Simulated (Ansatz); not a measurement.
This geometry of C2H7BOSi (12 atoms, charge 0, multiplicity 1) is a first-order saddle point.

Theory: Ansatz 0.2.0, RKS B3LYP-D4/def2-SVP.

```xyz
12
Properties=species:S:1:pos:R:3
O -1.179 0.362 1.693
C -0.040 0.246 0.866
C 0.171 -1.162 0.241
B 0.879 -0.806 -1.114
Si 0.152 1.078 -0.880
H -1.751 1.058 1.353
H 0.867 0.490 1.457
H -0.822 -1.507 -0.141
H 0.528 -1.965 0.909
H 1.540 -1.489 -1.850
H -1.194 1.287 -1.507
H 0.925 2.353 -0.993
```

(1) Which two structures does it join? (They come from a converged band through this point; their orientation in space is the band's.)

(2) How far does it lie above each of them?

## Answers

(1) No bond is made or broken. The dihedral H6–O1–C2–Si5 goes from -68 to 42°.

Image 0:

```xyz
12
Properties=species:S:1:pos:R:3
O -1.321 0.299 1.532
C -0.105 0.264 0.813
C 0.195 -1.148 0.261
B 0.906 -0.827 -1.102
Si 0.103 1.036 -0.970
H -1.507 1.215 1.773
H 0.751 0.579 1.448
H -0.773 -1.548 -0.134
H 0.562 -1.908 0.973
H 1.603 -1.527 -1.787
H -1.213 1.199 -1.663
H 0.876 2.310 -1.111
```

Image 10:

```xyz
12
Properties=species:S:1:pos:R:3
O -1.093 0.534 1.748
C -0.011 0.301 0.879
C 0.131 -1.121 0.254
B 0.873 -0.786 -1.094
Si 0.209 1.124 -0.873
H -1.904 0.551 1.224
H 0.900 0.504 1.469
H -0.867 -1.434 -0.142
H 0.455 -1.937 0.923
H 1.525 -1.497 -1.811
H -1.135 1.320 -1.509
H 0.994 2.385 -1.033
```

(2) 0.035 eV above the first and 0.041 eV above the second. This is the barrier of this one path; another mechanism may lie lower.

Time of the run: 2.1 min on 2 threads of Arm Neoverse V2 (shared host), peak memory 0.25 GiB.
